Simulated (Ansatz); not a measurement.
```yaml
crystal:
  periodic: [false, false, false]
  atoms:
    - {symbol: D, position_ang: [-0.100793, -1.064923, 1.565572]}
    - {symbol: Mo, position_ang: [0.017648, -0.076567, 0.013408]}
    - {symbol: F, position_ang: [1.615008, -0.976026, -0.185359]}
    - {symbol: S, position_ang: [-1.294518, -0.940184, -1.316298]}
    - {symbol: Cl, position_ang: [0.992674, 1.586434, -1.172747]}
    - {symbol: Cl, position_ang: [-1.230030, 1.471256, 1.095424]}
basis:
  gaussian: {orbitals: STO-3G}
hamiltonian: {xc: {name: wPBEh}}
output: {forces: true}
```

```sh
$ ansatz run in.yaml --threads 4 --pin off --events-out ev --progress --plain --max-ram 10444MiB
```

Shortened log:

```
Error: YAML parse error: error: line 4 column 16: `D` is not an element symbol (H … Og, case-exact)
 --> <input>:4:16
2 |   periodic: [false, false, false]
3 |   atoms:
4 |     - {symbol: D, position_ang: [-0.100793, -1.064923, 1.565572]}
5 |     - {symbol: Mo, position_ang: [0.017648, -0.076567, 0.013408]}
6 |     - {symbol: F, position_ang: [1.615008, -0.976026, -0.185359]}
```

In this input an element symbol is wrong. The program refused the input.
